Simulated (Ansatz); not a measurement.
Molecule: sum formula H6SiN2O2, charge 0, multiplicity 1. SMILES: N[Si](N)(O)O
Coordinates optimised at B3LYP-D3(BJ)/def2-TZVP (Ansatz, a quantum-chemistry and plane-wave program):
```
Si
O 1 1.6454
H 2 0.9603 1 115.57
O 1 1.6557 2 102.79 3 -17.42
H 4 0.9598 1 116.94 2 177.90
N 1 1.6988 2 104.51 3 -143.06
H 6 1.0050 1 122.77 2 -166.76
H 6 1.0056 7 113.13 1 162.86
N 1 1.7111 2 119.43 3 99.48
H 9 1.0077 1 120.24 2 -76.14
H 9 1.0079 10 111.21 1 -147.44
```
Charge 0, spin multiplicity 1.

CCSD(T) with Ansatz in growing basis sets, 32 correlated electrons. Valence correlation only, unless marked. UHF or UKS for open shells. Spin-orbit coupling is left out. No relativistic terms. Costs are ratios of core time to the smallest set, on shared machines of one kind, and rough; they hold the program's checks for lower states.

```json
[
 {"basis": "cc-pV(D+d)Z", "functions": "109", "cost over smallest": "1×", "E(corr) (Eh)": "-0.8634", "electronic atomisation energy (kcal/mol)": "890.5"},
 {"basis": "cc-pV(T+d)Z", "functions": "243", "cost over smallest": "20×", "E(corr) (Eh)": "?", "electronic atomisation energy (kcal/mol)": "?"}
]
```

Q: What does the step to cc-pV(T+d)Z buy, and how does its cost grow by formal scaling?

A: Formally CCSD grows as o²v⁴ and (T) as o³v⁴; with o = 16 and v going from 84 to 218 both grow 45-fold in the last step, while integrals and the mean field grow more slowly. That step adds 228.5 mEh of correlation energy and 84.3 kcal/mol to the atomisation energy. Row: E(corr) (Eh) -1.0919, electronic atomisation energy (kcal/mol) 974.8.
